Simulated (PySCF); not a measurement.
## Electron correlation in C⁺ (carbon, charge +1)

[He] 2s2 3d1, 2D determinant (an excited configuration). All numbers are calculated (PySCF 2.14, the non-relativistic Hamiltonian (point nucleus), in aug-cc-pVDZ). Frozen: 1s2; 3 electrons correlated.

| level | correlation energy (mhartree) |
| --- | --- |
| CCSD | -69.53 |
| (T) | -0.69 |
| CCSD(T) | -70.22 |
| CCSDT | -70.59 |

Diagnostics: T1 = 0.010, D1 = 0.0165, largest double amplitude 0.160.

Task: Is a single reference adequate?

Result: Not fully. The outer electron is Rydberg-like, and this basis confines it to a smaller radius and binds it less than a complete one would. A double-excitation amplitude exceeds 0.15, a sign of near-degeneracy.
